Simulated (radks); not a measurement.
Problem. Ta9+, 64 electrons, occupied as [Kr] 4d10 4f13 5s2 5p3 (the NIST ground configuration). Method: non-relativistic Kohn-Sham, PBE, spin-polarised, spherical densities, point nucleus; open shells are filled with parallel spins first (spin-orbit coupling, left out, can overturn this in heavy ions); relativity is left out, which matters for an element this heavy; computed with a radial shooting solver on a logarithmic mesh with Libxc functionals. Some entries of the table are withheld. Estimate them.

orbital,occ.,eigenvalue (eV),r(max) (bohr),<r^2> (bohr^2)
1s up,1,-62116.05,0.01377,0.0005756
1s down,1,-62115.71,0.01377,0.0005756
2s up,1,-10303.38,0.07504,0.009023
2s down,1,-10303.18,0.07504,0.009022
2p up,3,-9876.116,0.05828,0.006675
2p down,3,-9875.808,0.05828,0.006675
3s up,1,-2456.824,0.2064,0.05672
3s down,1,-2455.899,0.2064,0.05671
3p up,3,-2259.505,0.1946,0.05251
3p down,3,-2258.595,0.1946,0.05250
3d up,5,-1891.687,0.1537,0.04093
3d down,5,-1890.970,0.1537,0.04092
4s up,1,-605.4288,0.4647,0.2788
4s down,1,-603.9125,0.4648,0.2786
4p up,3,-523.3971,0.4658,0.2893
4p down,3,-521.8400,0.4659,0.2889
4d up,5,(1),0.4627,0.3146
4d down,5,(2),0.4628,0.3135
5s up,1,-194.1907,1.036,1.360
5s down,1,-189.5414,1.032,1.363
4f up,7,-179.8788,(3),0.4140
4f down,6,-177.8253,(4),0.4071
5p up,3,-167.6175,1.095,1.545
5p down,0,-162.9820,1.092,1.557

Solution. 
(1) 4d up eigenvalue (eV): -374.1675
(2) 4d down eigenvalue (eV): -372.5132
(3) 4f up r(max) (bohr): 0.4297
(4) 4f down r(max) (bohr): 0.4295
